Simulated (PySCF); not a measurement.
**Electric properties by functional and basis**

C₃H₄BFO₂.
Structure used (PBE0-D3(BJ)/def2-SVP), in Å, numbered top down from 1:
```
atom  x, y, z in Å
F1     2.1903    0.7029   -1.1177
C2     1.0540    0.3362   -0.5232
C3     0.8683   -0.9815   -0.1094
O4    -0.2009   -1.3668    0.4529
B5    -1.4237   -0.4414    0.3637
O6    -0.8876    0.9808    0.5904
C7     0.2014    1.2948    0.0212
H8     1.6917   -1.7064   -0.1937
H9    -2.1944   -0.7194    1.2510
H10   -1.8343   -0.4946   -0.7870
H11    0.5008    2.3537    0.0393
```

PySCF, dipoles from the SCF density, polarisabilities from static response with core orbitals frozen. Isolated species at its PBE0-D3(BJ)/def2-SVP geometry (one conformer only).

The anisotropy is √(½[(α1 − α2)² + (α2 − α3)² + (α3 − α1)²]).

```
              level  μ (D)  α (Å³)  anisotropy (Å³)
      LDA/def2-SVPD  2.940    8.92             3.73
      PBE/def2-SVPD  2.933    8.84             3.77
    B3LYP/def2-SVPD  3.024    8.60             3.62
     PBE0/def2-SVPD  3.031    8.52             3.58
BHandHLYP/def2-SVPD  3.145    8.30             3.45
CAM-B3LYP/def2-SVPD  3.057    8.53             3.57
  wB97X-D/def2-SVPD  3.060    8.53             3.52
  LC-wPBE/def2-SVPD  3.031    8.41             3.56
       HF/def2-SVPD  3.385    7.96             3.19
        PBE0/6-31G*  3.211    7.11             4.13
      PBE0/def2-SVP  3.157    7.33             3.86
       PBE0/6-31+G*  3.029    8.16             3.67
   PBE0/aug-cc-pVDZ  3.012    8.66             3.60
     PBE0/def2-TZVP  3.062    8.25             3.69
```

The dipole runs from 2.93 D (PBE/def2-SVPD) to 3.38 D (HF/def2-SVPD). No reference polarisability is at hand; against PBE0 in the largest diffuse basis at hand (aug-cc-pVDZ) the other PBE0 rows deviate by 6-31G* -18%, def2-SVP -15%, 6-31+G* -6%, def2-SVPD -2%, def2-TZVP -5%. In one basis (def2-SVPD) the functionals order the polarisability from HF (lowest) to LDA (highest), a spread of 12%. With PBE0 the polarisability is 7.57 Å³ without diffuse functions (mean of 6-31G*, def2-SVP and def2-TZVP) and 8.45 Å³ with them (mean of 6-31+G*, def2-SVPD and aug-cc-pVDZ).
